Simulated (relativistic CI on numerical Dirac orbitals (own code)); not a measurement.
Mo5+ (4d) in a crystal field

Calculated by Dirac-Coulomb-Breit CI, separate exchange-only KLI orbitals for each configuration, QED by a radiative potential, valence Slater integrals scaled by 0.9, one configuration in a parametric crystal field (own radial code).

Field parameters in Wybourne normalisation: Oh B⁴₀ = 21Dq, B⁴₄ = √(5/14) B⁴₀. The field is a parameter set, without covalency.

S and J are read from ⟨S²⟩ = S(S + 1) and ⟨J²⟩ = J(J + 1) of each level; they are not fictitious spins.

Oh, 10Dq = 8500 cm⁻¹, the lowest 3 levels:

```tsv
E (cm⁻¹)	Degeneracy	Irrep	S	J
0.0	4	Γ8	0.50	1.82
1629	2	Γ7	0.50	2.50
9306	4	Γ8	0.50	2.26
```

Oh, 10Dq = 15350 cm⁻¹, the lowest 3 levels:

```
E (cm⁻¹)  Degeneracy  Irrep     S     J
     0.0           4     Γ8  0.50  1.87
    1562           2     Γ7  0.50  2.50
   16022           4     Γ8  0.50  2.21
```

Oh, 10Dq = 22150 cm⁻¹, the lowest 3 levels:

| E (cm⁻¹) | Degeneracy | Irrep | S | J |
| --- | --- | --- | --- | --- |
| 0.0 | 4 | Γ8 | 0.50 | 1.90 |
| 1535 | 2 | Γ7 | 0.50 | 2.50 |
| 22768 | 4 | Γ8 | 0.50 | 2.19 |

The free-ion ground term has S = 1/2. Every field shown keeps that spin.

Levels of this model without a field, named by their leading LS term: ²D3/2 0, ²D5/2 2453 cm⁻¹.
